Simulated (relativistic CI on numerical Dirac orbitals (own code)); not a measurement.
# Hyperfine structure of Bi10+, mass number 207

Calculated at this level of theory: Dirac-Coulomb-Breit CI, KLI orbitals optimised for each configuration, a model potential for QED, unscaled Slater integrals (own radial code, finite nucleus).

Configurations in the expansion (outside the closed core [Kr] 4d10 4f14): 5s2 5p6 5d5, 5s2 5p6 5d4 6s, 5s2 5p6 5d4 5f, 5s2 5p5 5d6, 5s2 5p6 5d4 6p, 5s2 5p6 5d3 6s 6p, 5s2 5p6 5d3 5f 6s, 5s 5p6 5d6, 5s2 5p6 5d4 7s, 5s2 5p6 5d3 6s2, 5s2 5p6 5d2 5f 6s2, 5s2 5p6 5d2 6s2 6p, 5s2 5p6 5d2 6s2 7s, 5p6 5d7, 5p5 5d8. Double excitations out of closed p, d and f shells are left out; levels of such configurations are missing from the list, as are those of other unlisted configurations, and high levels can miss mixing partners.

Nuclear spin I = 9/2, μ = 4.0729 μN, Q = -0.76 b (tables of Stone and Pyykkö). The electronic factors are computed for point nuclear moments, without core polarisation or the Bohr-Weisskopf and QED corrections.

```tsv
Level	E (cm⁻¹)	A (MHz)	B (MHz)
5s2 5p6 5d5 4G_11/2	42134.3	2459	341
5s2 5p6 5d5 4G_9/2	45604.3	2212	-2330
5s2 5p6 5d5 4P_1/2	48454.8	-635.7	
5s2 5p6 5d5 2I_11/2	67067.7	2558	-114
5s2 5p6 5d5 2D_3/2	67904.1	4145	2220
5s2 5p6 5d5 4D_1/2	69410.9	5462
```

Levels with J = 0, under 50 % of one LS term, or S terms without an open s electron are left out. Small factors come from cancelling terms and can be off by tens of per cent or more.

At this charge energies of transitions that change n are usually good to better than 1 %, and those within a shell (Δn = 0) to a few per cent. Terms inside the open d or f shell come out 10 to 20 % too wide with unscaled integrals. Levels and lines within the n = 5 or 6 shells can be off by up to 10 % or somewhat more, and those that change n by about 2 %, since core polarisation is missing.

(1) Give the hyperfine levels of 5s2 5p6 5d5 4G_11/2 relative to its centre of gravity.

Results:

(1) With K = F(F + 1) − I(I + 1) − J(J + 1), E = AK/2 + B[¾K(K + 1) − I(I + 1)J(J + 1)]/[2I(2I − 1)J(2J − 1)]: F = 1: -71790, F = 2: -66900, F = 3: -59560, F = 4: -49770, F = 5: -37520, F = 6: -22800, F = 7: -5608, F = 8: 14070, F = 9: 36260, F = 10: 60950 MHz.

LS names give the leading component of a level, which can be under half, so a name can repeat, a term be missing and a line seem to break the LS rules.
